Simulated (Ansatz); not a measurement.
```xyz
11

C    -1.825    0.670    0.679
S    -1.798    0.531   -1.135
Al    0.202   -0.168   -1.609
Ge    1.828   -0.626    0.202
H    -1.732    1.717    0.964
H    -2.784    0.288    1.029
H    -1.026    0.095    1.145
H     0.503   -0.340   -3.153
H     2.503    0.672    0.691
H     1.176   -1.268    1.443
H     2.954   -1.573   -0.254
```

Total charge 0; spin multiplicity 1.

List the r2SCAN/def2-TZVPP orbital energies in eV (Ansatz 0.2.0). (An estimate is asked.)

The calculation gave: Occupied: -10833.90, -2408.93, -1517.42, -1349.05, -1199.09, -1199.09, -1199.09, -274.02, -213.36, -167.20, -157.44, -157.30, -157.27, -116.89, -116.88, -116.87, -110.92, -71.24, -71.06, -71.01, -30.19, -30.18, -30.12, -30.11, -30.10, -20.22, -16.38, -14.21, -11.38, -11.05, -10.26, -9.08, -8.66, -8.59, -7.43, -6.75, -6.41. Lowest empty: -2.15, -0.68, -0.33, 0.04, 0.96, 1.12, 1.65, 2.15.
